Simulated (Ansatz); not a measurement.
Born–Oppenheimer molecular dynamics of ClFH$_{4}$MgO (8 atoms, charge 0, multiplicity 1). It starts at the highest image of a converged band, a first-order saddle point between two minima.

Theory: Ansatz 0.2.0, RKS B3LYP-D4/def2-mTZVP.

```yaml
ensemble: NVE (velocity Verlet)
time_step: 0.5 fs
steps_asked: 200
starting_velocities_drawn_for: 100 K
seed: 3441
```

Frames 5 fs apart, positions in Å, forces in eV/Å.

Velocities at 10.0 fs (Å/ps):

```
Mg 1.00 -1.92 -1.29
H -8.42 -11.53 6.59
Cl -0.17 -0.44 0.28
H 0.93 7.19 -3.29
F -0.47 1.60 0.69
H -2.90 11.44 0.26
O 0.17 1.27 -0.17
H -1.48 4.24 7.49
```

```xyz
8
Properties=species:S:1:pos:R:3:forces:R:3 time_fs=10.0 energy_less_start_eV=0.037 T=52
Mg -0.306 -1.317 -0.016 -0.15 -0.02 0.23
H 0.371 -1.272 1.569 0.06 0.18 -0.05
Cl -0.505 -2.400 -1.932 0.00 -0.08 -0.25
H -0.978 0.981 -0.039 -0.18 0.09 0.02
F -1.701 0.344 -0.028 0.24 -0.05 -0.06
H 0.987 0.796 0.883 0.09 -0.03 0.18
O 0.665 1.106 0.019 -0.15 -0.23 0.08
H 1.325 1.708 -0.344 0.08 0.12 -0.14
8
Properties=species:S:1:pos:R:3:forces:R:3 time_fs=15.0 energy_less_start_eV=0.049 T=37
Mg -0.301 -1.327 -0.021 -0.11 0.10 0.42
H 0.336 -1.307 1.591 0.04 0.18 -0.13
Cl -0.506 -2.403 -1.932 -0.01 -0.11 -0.34
H -1.006 1.011 -0.051 0.01 0.12 0.05
F -1.701 0.353 -0.025 0.04 -0.17 -0.08
H 0.980 0.845 0.910 -0.13 0.04 -0.24
O 0.665 1.111 0.019 0.40 0.00 0.36
H 1.322 1.742 -0.326 -0.24 -0.17 -0.04
8
Properties=species:S:1:pos:R:3:forces:R:3 time_fs=20.0 energy_less_start_eV=0.052 T=33
Mg -0.298 -1.335 -0.022 -0.14 0.22 0.37
H 0.311 -1.301 1.585 0.08 0.14 -0.02
Cl -0.507 -2.406 -1.933 -0.01 -0.12 -0.36
H -1.042 1.058 -0.052 -0.05 -0.21 0.06
F -1.700 0.359 -0.024 0.08 0.03 -0.10
H 0.959 0.893 0.918 0.13 -0.09 0.30
O 0.668 1.115 0.022 -0.25 -0.12 -0.10
H 1.290 1.761 -0.330 0.16 0.14 -0.14
8
Properties=species:S:1:pos:R:3:forces:R:3 time_fs=25.0 energy_less_start_eV=0.055 T=29
Mg -0.297 -1.342 -0.019 -0.15 0.30 0.23
H 0.304 -1.260 1.575 0.11 0.10 0.10
Cl -0.508 -2.410 -1.938 -0.01 -0.10 -0.30
H -1.070 1.076 -0.040 0.31 0.05 0.04
F -1.699 0.366 -0.023 -0.31 -0.30 -0.09
H 0.953 0.934 0.947 0.02 0.08 -0.37
O 0.671 1.119 0.026 0.09 0.05 0.25
H 1.270 1.785 -0.351 -0.06 -0.18 0.14
8
Properties=species:S:1:pos:R:3:forces:R:3 time_fs=30.0 energy_less_start_eV=0.046 T=41
Mg -0.296 -1.345 -0.014 -0.12 0.30 0.26
H 0.321 -1.196 1.584 0.06 0.03 0.00
Cl -0.509 -2.415 -1.944 0.00 -0.05 -0.18
H -1.049 1.078 -0.018 -0.05 -0.36 0.02
F -1.700 0.369 -0.023 0.08 0.10 -0.09
H 0.963 0.981 0.943 0.14 -0.14 0.28
O 0.673 1.122 0.032 -0.20 0.05 -0.20
H 1.252 1.790 -0.356 0.09 0.07 -0.09
8
Properties=species:S:1:pos:R:3:forces:R:3 time_fs=35.0 energy_less_start_eV=0.036 T=54
Mg -0.297 -1.345 -0.007 -0.08 0.24 0.25
H 0.351 -1.127 1.592 -0.02 -0.04 -0.13
Cl -0.510 -2.420 -1.952 0.02 0.02 -0.02
H -1.013 1.030 0.009 0.24 0.16 0.00
F -1.702 0.373 -0.025 -0.17 -0.33 -0.08
H 0.991 1.004 0.954 -0.09 -0.12 -0.26
O 0.673 1.127 0.037 0.17 0.13 0.28
H 1.244 1.797 -0.371 -0.07 -0.05 -0.04
8
Properties=species:S:1:pos:R:3:forces:R:3 time_fs=40.0 energy_less_start_eV=0.036 T=53
Mg -0.299 -1.344 0.003 -0.15 0.11 0.01
H 0.379 -1.067 1.574 0.00 -0.08 -0.06
Cl -0.511 -2.425 -1.959 0.04 0.10 0.16
H -0.953 0.986 0.034 -0.31 -0.11 -0.06
F -1.704 0.374 -0.027 0.46 0.02 -0.01
H 1.014 0.994 0.942 0.11 -0.11 0.08
O 0.675 1.133 0.043 -0.11 0.07 -0.17
H 1.225 1.799 -0.397 -0.04 -0.01 0.05
8
Properties=species:S:1:pos:R:3:forces:R:3 time_fs=45.0 energy_less_start_eV=0.047 T=39
Mg -0.303 -1.341 0.013 -0.20 -0.03 -0.29
H 0.407 -1.025 1.543 0.05 -0.09 0.09
Cl -0.512 -2.429 -1.966 0.05 0.17 0.31
H -0.935 0.945 0.048 0.06 0.39 -0.02
F -1.702 0.373 -0.030 0.09 -0.38 -0.03
H 1.054 0.963 0.929 0.09 -0.01 -0.09
O 0.675 1.140 0.049 -0.25 -0.16 -0.02
H 1.201 1.803 -0.416 0.12 0.12 0.05
8
Properties=species:S:1:pos:R:3:forces:R:3 time_fs=50.0 energy_less_start_eV=0.043 T=45
Mg -0.308 -1.338 0.020 -0.20 -0.04 -0.38
H 0.446 -1.004 1.530 0.04 -0.12 0.07
Cl -0.512 -2.432 -1.970 0.06 0.21 0.41
H -0.933 0.966 0.054 -0.31 -0.04 -0.03
F -1.698 0.370 -0.033 0.49 -0.01 0.03
H 1.114 0.924 0.897 -0.10 -0.02 -0.16
O 0.672 1.145 0.054 0.10 0.13 -0.07
H 1.192 1.820 -0.415 -0.07 -0.10 0.14
8
Properties=species:S:1:pos:R:3:forces:R:3 time_fs=55.0 energy_less_start_eV=0.038 T=51
Mg -0.315 -1.335 0.024 -0.06 0.00 -0.31
H 0.491 -1.011 1.531 -0.05 -0.14 -0.08
Cl -0.512 -2.433 -1.972 0.04 0.23 0.45
H -0.977 0.999 0.054 0.19 0.15 0.05
F -1.688 0.365 -0.036 -0.08 -0.31 -0.01
H 1.159 0.879 0.848 -0.02 -0.14 0.23
O 0.670 1.152 0.058 -0.13 0.08 -0.22
H 1.182 1.832 -0.396 0.12 0.14 -0.11
8
Properties=species:S:1:pos:R:3:forces:R:3 time_fs=60.0 energy_less_start_eV=0.040 T=49
Mg -0.323 -1.333 0.024 -0.03 0.01 -0.34
H 0.528 -1.051 1.517 -0.05 -0.08 -0.10
Cl -0.511 -2.433 -1.971 0.02 0.22 0.44
H -1.003 1.042 0.063 -0.04 -0.34 -0.01
F -1.679 0.357 -0.038 0.13 0.08 0.06
H 1.183 0.812 0.819 -0.30 0.14 -0.24
O 0.667 1.160 0.059 0.29 0.14 0.05
H 1.184 1.853 -0.385 -0.02 -0.17 0.12
8
Properties=species:S:1:pos:R:3:forces:R:3 time_fs=65.0 energy_less_start_eV=0.035 T=55
Mg -0.331 -1.331 0.021 -0.07 -0.10 -0.47
H 0.553 -1.111 1.483 0.00 0.02 0.01
Cl -0.511 -2.432 -1.966 0.00 0.20 0.38
H -1.015 1.035 0.072 0.34 0.07 0.01
F -1.669 0.349 -0.040 -0.30 -0.29 0.04
H 1.165 0.760 0.778 0.19 -0.09 0.36
O 0.666 1.170 0.059 -0.37 0.12 -0.32
H 1.198 1.857 -0.359 0.20 0.07 -0.02
```

Of the whole run (100 fs, mean temperature of the second half 61 K): The conserved energy stayed within 0.015 meV per atom of its start (net change 0.0076 meV per atom), so the integration is sound. A run of 0.1 ps of so small a system gives no equilibrium averages. The orbitals stay closed-shell, which can raise the energy where a bond breaks towards radicals; this wasn't checked here.

The run took 6 min on 2 threads of Arm Neoverse V2, with other jobs on the host, peak memory 0.17 GiB.
